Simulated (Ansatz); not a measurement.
A geometry optimisation of C6H6SSi with PBE-D3(BJ)/def2-SVP

The starting geometry of this gas-phase singlet was optimised with GFN2-xTB; its bonds are those of `CC(=S)C#CC#C[SiH3]`.

```xyz
14

C     0.7636    2.0064    1.8842
C     1.3167    1.1786    0.7721
C     0.4697    0.2724    0.1488
C    -0.2009   -0.5479   -0.4556
C    -0.9765   -1.4457   -1.0942
C    -1.6791   -2.2558   -1.6698
S     2.8768    1.3068    0.2689
Si   -2.7322   -3.4931   -2.5468
H     1.5434    2.6361    2.3063
H     0.3495    1.3633    2.6621
H    -0.0469    2.6348    1.5112
H    -1.9963   -3.9570   -3.7235
H    -2.9880   -4.5860   -1.6068
H    -3.9753   -2.8178   -2.9245
```

Task: Where would you expect an optimisation with PBE-D3(BJ)/def2-SVP to take it?

Result: It keeps its bonds, and is `CC(=S)C#CC#C[SiH3]`.

The energy falls by 0.16 eV over 9 steps:

```csv
step,E − E(last) (eV)
1,0.161
2,0.013
3,0.004
4,0.002
5,0.000
6,0.000
7,0.000
8,0.000
9,0.000
```

Final geometry (Å):

```xyz
14

C     0.7619    2.0233    1.8975
C     1.3772    1.2091    0.7869
C     0.5490    0.2756    0.1261
C    -0.1796   -0.5474   -0.4559
C    -0.9641   -1.4477   -1.0971
C    -1.6878   -2.2727   -1.6825
S     2.9597    1.3555    0.3079
Si   -2.7491   -3.4939   -2.5474
H     1.5154    2.7030    2.3347
H     0.3558    1.3542    2.6857
H    -0.0957    2.6136    1.5100
H    -2.0426   -4.0075   -3.7693
H    -3.0381   -4.6354   -1.6143
H    -4.0376   -2.8343   -2.9499
```

No frequencies were run, so the end isn't proven a minimum. Run with Ansatz 0.2.0, 11 s on 4 threads of Arm Neoverse V2 (shared host).
